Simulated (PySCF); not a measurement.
C8H12N2.
Bonds: N1–C2 (triple), C2–C3, C3–C4, C4–C5, C5–C6, C6–C7, C7–N8 (double), C7–C9, C9–C10, C4–C10. Hydrogens: H11, H12 on C3; H13 on C4; H14, H15 on C5; H16, H17 on C6; H18 on N8; H19, H20 on C9; H21, H22 on C10.

NICS is the negative of the GIAO shielding at a point without a nucleus: at the ring centre (0) and 1 Å above and below it (1); zz is the component along the ring normal. Level: GIAO PBE0/pcSseg-1 (PySCF, non-relativistic, gas phase) on the GFN2-xTB geometry, one conformer.

Ring bond lengths (Å), with Mayer bond orders in brackets: C4–C5 1.528 (1.01), C5–C6 1.530 (1.04), C6–C7 1.500 (0.97), C7–C9 1.507 (0.98), C9–C10 1.530 (1.03), C10–C4 1.529 (0.99).

Give the NICS values of each ring in ppm.

```tsv
ring	type	NICS(0)	NICS(1), two faces	NICS(1)zz, two faces	rms pucker (Å)	centre to ring atoms, mean (Å)
C4–C5–C6–C7–C9–C10	6-membered carbocycle; formal bonds all single	-1.6	-2.9 / -1.5	1.4 / 4.1	0.23	1.47
```

What do they say, and how far can they be read as aromaticity?

- C4–C5–C6–C7–C9–C10: mean NICS(1)zz 2.7 ppm, near zero. C4, C5, C6, C9, C10 have four or more neighbours; no verdict on aromaticity is drawn.

At the second NICS(1) probe listed for ring C4–C5–C6–C7–C9–C10, 1 Å off the ring, how large is the induced field along the normal in 11.7 T applied along it?

NICSzz × B0 = 4.1 ppm × 11.7 T = 48 μT, along the applied field.

Give the inner angles of the rings and the Hirshfeld charges of the ring atoms.

- C4–C5–C6–C7–C9–C10: C4 109.7° (-0.014 e), C5 110.5° (-0.064 e), C6 110.3° (-0.073 e), C7 114.0° (+0.097 e), C9 110.0° (-0.072 e), C10 110.8° (-0.067 e); sum 665.4° against 720° for a flat convex ring.

What are the shieldings of the ring atoms and their hydrogens in the same run (means over atoms taken as equivalent)?

```tsv
atoms	environment	σ isotropic (ppm)
C4	sp3 CH carbon	146.5
C5	ring CH2 carbon	148.5
C6	ring CH2 carbon	145.2
C7	imine carbon	4.4
C9	ring CH2 carbon	143.1
C10	ring CH2 carbon	150.1
H13	methine hydrogen	30.05
H14	methylene hydrogen	30.50
H15	methylene hydrogen	29.86
H16	methylene hydrogen	29.44
H17	methylene hydrogen	29.13
H19	methylene hydrogen	29.33
H20	methylene hydrogen	29.67
H21	methylene hydrogen	30.68
```

The list is cut; further classes of hydrogen are left out.
